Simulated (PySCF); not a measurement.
Peak assignment

Molfile (atoms numbered from 1):
```
C4H11ClO2Si2
     RDKit          3D

 20 19  0  0  0  0  0  0  0  0999 V2000
   -2.7517   -0.6796   -0.4749 C   0  0  0  0  0  0  0  0  0  0  0  0
   -1.6652    0.3259   -0.1526 C   0  0  2  0  0  0  0  0  0  0  0  0
   -1.7384    1.6664   -1.3679 Cl  0  0  0  0  0  0  0  0  0  0  0  0
   -0.2626   -0.1885   -0.1463 C   0  0  0  0  0  0  0  0  0  0  0  0
    0.1128   -1.3575   -0.6720 C   0  0  0  0  0  0  0  0  0  0  0  0
    1.3619   -1.8344   -0.6747 O   0  0  0  0  0  0  0  0  0  0  0  0
    2.7582   -1.2316   -0.0714 Si  0  0  0  0  0  4  0  0  0  0  0  0
    0.6729    0.6031    0.4366 O   0  0  0  0  0  0  0  0  0  0  0  0
    0.8376    2.2232    0.5724 Si  0  0  0  0  0  4  0  0  0  0  0  0
   -3.7256   -0.2020   -0.3951 H   0  0  0  0  0  0  0  0  0  0  0  0
   -2.7063   -1.5066    0.2301 H   0  0  0  0  0  0  0  0  0  0  0  0
   -2.6404   -1.0627   -1.4856 H   0  0  0  0  0  0  0  0  0  0  0  0
   -1.8624    0.8136    0.8063 H   0  0  0  0  0  0  0  0  0  0  0  0
   -0.5992   -2.0288   -1.1286 H   0  0  0  0  0  0  0  0  0  0  0  0
    2.7051   -1.0804    1.3803 H   0  0  0  0  0  0  0  0  0  0  0  0
    3.1637    0.0089   -0.7274 H   0  0  0  0  0  0  0  0  0  0  0  0
    3.6008   -2.3539   -0.4711 H   0  0  0  0  0  0  0  0  0  0  0  0
    1.9715    2.2333    1.4836 H   0  0  0  0  0  0  0  0  0  0  0  0
   -0.3503    2.8333    1.1730 H   0  0  0  0  0  0  0  0  0  0  0  0
    1.1125    2.8290   -0.7278 H   0  0  0  0  0  0  0  0  0  0  0  0
  1  2  1  0
  2  3  1  0
  2  4  1  0
  4  5  2  0
  5  6  1  0
  6  7  1  0
  4  8  1  0
  8  9  1  0
  1 10  1  0
  1 11  1  0
  1 12  1  0
  2 13  1  1
  5 14  1  0
  7 15  1  0
  7 16  1  0
  7 17  1  0
  9 18  1  0
  9 19  1  0
  9 20  1  0
M  END
```

PySCF 2.14.0 with density-fitted response routines calculation with geometry from GFN2-xTB and shielding tensors at PBE0/pcSseg-1 (GIAO); no relativistic terms, one computed conformer, rapidly exchanging positions averaged, isolated molecule.

References, each an isolated molecule treated in the same way: ¹³C (186.93 ppm) and ¹H (31.72 ppm) against TMS.

Problem. Assign these signals to the numbered atoms. ¹³C{¹H} NMR (computed): δ 142.9, 134.5, 61.2, 22.8.

Solution. 
142.9 → C4, alkene carbon bearing oxygen: an sp2 carbon further deshielded by the attached heteroatom
134.5 → C5, alkene carbon bearing oxygen
61.2 → C2, allylic sp3 CH bonded to Cl: pulled downfield by the heteroatom
22.8 → C1, methyl carbon: a saturated carbon with 1 carbon neighbour and no heteroatom attached

Problem. Assign these signals to the numbered atoms. ¹H NMR (600 MHz, computed): δ 6.15 (s, 1H), 5.16 (s, 3H), 5.13 (s, 3H), 4.57 (q, 1H), 1.69 (d, 3H).

Solution. 
```tsv
δ (ppm)	atoms	environment	reason
6.15	H14	hydrogen on an alkene carbon bearing oxygen	a vinylic proton, deshielded by the sp2 carbon and the C=C anisotropy
5.16	H15/H16/H17	hydrogen on a silicon bonded to O	–
5.13	H18/H19/H20	hydrogen on a silicon bonded to O	–
4.57	H13	hydrogen on an allylic sp3 CH bonded to Cl	its carbon carries Cl, hence the downfield position
1.69	H10/H11/H12	hydrogen on a methyl carbon	–
```

H15/H16/H17 and H18/H19/H20 lie closer than the usual error of such a calculation, so a measured spectrum could show them in the other order.

Carbons that carry Cl, above all several Cl atoms, come out too deshielded, partly because spin–orbit coupling is missing. Shifts are as computed. Against solution values, carbons near 30 ppm lie about +3 ppm off and those near 130 ppm about +5 ppm; carbons on Cl a further +6 ppm. Of 1211 compounds with measured shifts, 218 miss one by over three times the rms of a fit or turn the order of signals round; such compounds aren't used in these exercises. No couplings were computed; multiplicities are counted from neighbouring protons, with m where these are inequivalent, close in shift, in a saturated or five-membered ring or joined by F or P, and br s for small geminal =CH2 splittings.
